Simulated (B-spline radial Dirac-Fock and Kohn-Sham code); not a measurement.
## What relativity does to the binding energies of K⁴⁺

System: the K⁴⁺ ion, configuration [Ne] 3s2 3p3.

Both columns are ΔSCF binding energies of the configuration average from an atomic code on a B-spline grid: non-relativistic Hartree-Fock with a point nucleus, and Dirac-Fock with a finite nucleus and the Coulomb interaction alone, averaged over the two j levels with weights 2j+1.

| shell | Hartree-Fock (eV) | Dirac-Fock (eV) | shift (eV) | shift (%) |
| --- | --- | --- | --- | --- |
| 1s | 3672.5 | 3689.9 | +17.39 | +0.47 |
| 2s | 451.1 | 454.2 | +3.15 | +0.70 |
| 3s | 97.92 | 98.38 | +0.46 | +0.47 |
| 3p | 78.99 | 79.02 | +0.03 | +0.04 |

Relativity binds 1s, 2s, 3s, 3p more strongly, among those listed most of all 2s in relative terms.

Values without a named source are computed, but for edge energies of neutral atoms, which are taken from tables.
